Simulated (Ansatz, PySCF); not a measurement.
System: Si$_{2}$H$_{4}$, net charge 1, doublet state. 
Structure (B3LYP-D3(BJ)/def2-TZVP (Ansatz, a first-principles code) minimum search):
```xyz
6

Si     0.0386     1.0708     0.7238
H     -0.4059     2.3333     0.0597
Si    -0.0046    -0.9769    -0.5656
H      0.8962    -0.5855    -1.6698
H     -1.4401    -1.0113    -0.9154
H      0.4745    -2.0515     0.3119
```
Charge +1, spin multiplicity 2.

Total electronic energies in hartree. Cores are frozen in the correlated levels unless marked. UHF or UKS for open shells. Spin-orbit coupling is left out. No relativistic terms. Basis-set limits of correlation are two-point, X^-3; Hartree-Fock from the larger set. [CCSD(T)-MP2]/basis is that difference in the basis named.

```
level                                                                             program  energy (Eh)
-------------------------------------------------------------------------  --------------  -----------
HF/6-31G                                                                           Ansatz   -579.74713
HF/cc-pV(D+d)Z                                                                     Ansatz   -579.86109
HF/def2-TZVPP                                                                      Ansatz   -579.87327
HF/def2-TZVPPD                                                                     Ansatz   -579.87393
HF-D4/def2-TZVPD                                                            PySCF + dftd4   -579.88328
SVWN5/def2-TZVPD                                                                   Ansatz   -578.66189
BP86-D4/def2-TZVPD                                                          PySCF + dftd4   -581.08165
B97M-V/def2-TZVPD                                                                  Ansatz   -580.86818
PBE0-D4/def2-TZVPD                                                         Ansatz + dftd4   -580.77496
BHLYP/def2-TZVPD                                                                   Ansatz   -581.02551
r2SCANh-D4/def2-TZVPD                                                      Ansatz + dftd4   -580.95933
PW6B95-D3(BJ)/def2-TZVPD                                                    PySCF + dftd3   -581.54500
MN15/def2-TZVPD                                                                     PySCF   -580.78595
LC-wPBE-D3(BJ)/def2-TZVPD                                                  Ansatz + dftd3   -580.83444
LC-wPBE-D4/def2-TZVPD                                                      Ansatz + dftd4   -580.83364
RPA@PBE/cc-pV(T+d)Z                                                                Ansatz   -580.29317
RI-MP2/cc-pV(Q+d)Z                                                                 Ansatz   -580.09995
RI-MP2/CBS(aug-cc-pV(T+d)Z,aug-cc-pV(Q+d)Z)                                        Ansatz    -580.1109
RI-MP2/CBS(cc-pV(T+d)Z,cc-pV(Q+d)Z)                                                Ansatz    -580.1103
RI-MP2/CBS(def2-TZVPP,def2-QZVPP)                                                  Ansatz    -580.1118
CCSD/cc-pwCVTZ                                                                     Ansatz   -580.12492
CCSD(T)/cc-pVTZ                                                                    Ansatz   -580.12664
RI-MP2/CBS(aug-cc-pV(T+d)Z,aug-cc-pV(Q+d)Z)+[CCSD(T)-MP2]/aug-cc-pV(T+d)Z          Ansatz    -580.1617
```

Totals of different functionals don't rank their quality; only differences between species are comparable.
